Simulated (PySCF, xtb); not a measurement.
Al(H)2(SH) (AlH3S), SMILES [AlH2][SH].

GFN2-xTB in xtb at its own geometry gives an orbital gap of 4.67 eV and a dipole moment of 1.63 D.

Geometry optimised at PBE0-D3(BJ)/def2-TZVP.

**Question.** What does PySCF with PBE0/def2-TZVPD give? (Estimate from the structure and the level; the computed values follow.)

**Answer.** gap 6.44 eV (levels -7.88 and -1.44 eV), dipole 0.95 D.
